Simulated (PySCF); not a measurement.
# YB: energy against distance

Set-up: Y def2-TZVPP with ECP28, B def2-TZVPP; scalar-relativistic core potentials (PySCF 2.14). Energies in eV from Y (4d1 5s2) + B in their ground configurations at the same level. State: ⁵Σ⁻ (quintet), unpaired electrons σ ↑↑, π ↑↑.

All columns are PBE0. A positive dipole means Y(−)B(+).

| R (Å) | E (eV) | μ (D) | Mulliken charge on Y (basis-dependent) | HOMO (eV) | LUMO (eV) | Mayer bond order | ⟨S²⟩ |
| --- | --- | --- | --- | --- | --- | --- | --- |
| 1.907 | -1.712 | -3.57 | 0.45 | -4.45 | -1.98 | 1.97 | 6.00 |
| 1.996 | -2.173 | -4.04 | 0.40 | -4.51 | -1.97 | 2.01 | 6.00 |
| 2.085 | -2.438 | -4.44 | 0.35 | -4.53 | -2.05 | 2.03 | 6.00 |
| 2.151 | -2.535 | -4.71 | 0.32 | -4.51 | -2.11 | 2.03 | 6.00 |
| 2.218 | -2.562 | -4.95 | 0.30 | -4.49 | -2.16 | 2.02 | 6.00 |
| 2.284 | -2.534 | -5.15 | 0.28 | -4.47 | -2.21 | 2.00 | 6.00 |
| 2.373 | -2.431 | -5.37 | 0.25 | -4.43 | -2.27 | 1.96 | 6.00 |
| 2.484 | -2.228 | -5.55 | 0.24 | -4.38 | -2.33 | 1.91 | 6.00 |
| 2.617 | -1.923 | -5.60 | 0.22 | -4.31 | -2.37 | 1.82 | 6.00 |
| 2.795 | -1.481 | -5.37 | 0.21 | -4.16 | -2.39 | 1.69 | 6.00 |

A fit through these points gives, at Re = 2.215 Å, μ = -4.94 D and dμ/dR = -3.33 D/Å; the reduced mass is 9.796 u.

Q: How strong is the fundamental in the double-harmonic approximation, I = 42.26·(dμ/dR)²/μred km/mol?

A: I = 42.26·(-3.33)²/9.796 = 47.8 km/mol at PBE0.

The metal atom is held in its measured ground configuration; semilocal functionals can put another filling of s and d lower by some tenths of an eV, and De to that atom would be smaller. These are scalar-relativistic numbers at best; spin–orbit coupling would shift them, the dissociation energy most. The state is the lowest single determinant that the PBE0 search found; with open d or f shells the true ground state can be another one.
